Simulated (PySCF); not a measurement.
C3H5, SMILES C=[C]C, multiplicity 2.

Geometry: B3LYP-D3(BJ)/def2-TZVP. The isomer is the one that the SMILES or the coordinates give; other isomers of the formula were not compared.

Calculation: PySCF with SMD-B3LYP/def2-SVP.

Solvation free energies are E(SMD) − E(gas) at the gas-phase geometry, for 1 M in both phases. In vacuum the dipole moment is 0.90 D.

Q: Rank water, ethanol, chloroform by solvation free energy, most negative first.

A: chloroform (-2.4 kcal/mol), ethanol (-1.6 kcal/mol), water (1.0 kcal/mol)
